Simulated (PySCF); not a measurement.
Gas-phase equilibrium of 1 mol TiCl4, 28 mol O2 at 2500 K and 0.00133 bar, among 9 species (ClO, O2, O, TiCl4, O3, TiOCl2, Cl, Cl2, TiO2). Only gases are allowed; each row takes one source of thermochemistry for all species, and Cantera finds the minimum.

Energies from PySCF (xtb for GFN2), thermal terms from the rigid-rotor harmonic-oscillator model, ideal gas at 1 bar. 'Table' is the NASA 1993 thermochemical table (part measured, part estimated). After a fit of one offset per element over all species, the range-separated, M06-2X, PBE0/def2-QZVP and CCSD(T)/def2-TZVPP enthalpies, where run, lie to one side of the table for O3 (+19 kJ/mol): a fault of the table's entry, another state or a shared error of the levels is possible; this was not checked at source. † marks an energy on the PBE0/def2-TZVP geometry and frequencies; other levels use their own. Open shells (unrestricted) among the columns below: O2 (multiplicity 3), O (multiplicity 3, electronic degeneracy 9), Cl (multiplicity 2, electronic degeneracy 6); the rest are closed-shell singlets. GFN2 has no spin-polarisation term. Spin-orbit splitting is ignored; it lowers the true energy and changes the entropy of O, Cl. The harmonic model lacks anharmonicity and excited electronic states, which grow with temperature; levels with a mode under 35 cm⁻¹ are left out. Strong static correlation: O3. The table's entry may be an old estimate for TiO2 (not checked at source).

Molecules larger than those listed are left out. Table species left out: Ti, TiCl, TiCl2, TiCl3, TiO, TiOCl.

Mole fractions:

| thermochemistry | x O2 | x O | x Cl | x O3 | x TiO2 |
|---|---|---|---|---|---|
| table | 0.57 | 0.30 | 0.11 | 5.6e-9 | 0.027 |
| GFN2-xTB | 0.80 | 5.3e-6 | 0.13 | 0.040 | 0.032 |
| PBE/def2-TZVP† | 0.81 | 0.039 | 0.12 | 8.1e-9 | 0.031 |
| PBE0/def2-QZVP† | 0.63 | 0.24 | 0.11 | 2.9e-10 | 0.028 |
| PBE0/def2-TZVP | 0.63 | 0.23 | 0.11 | 2.6e-10 | 0.028 |
| r2SCAN/def2-TZVP† | 0.71 | 0.15 | 0.12 | 6.5e-10 | 0.029 |
| ωB97X-V/def2-TZVP† | 0.67 | 0.19 | 0.11 | 1.9e-10 | 0.028 |
The most sensitive of these is O3: it spans a factor of 10^8.3 over these rows; at this temperature one factor of ten is RT ln 10 = 48 kJ/mol.
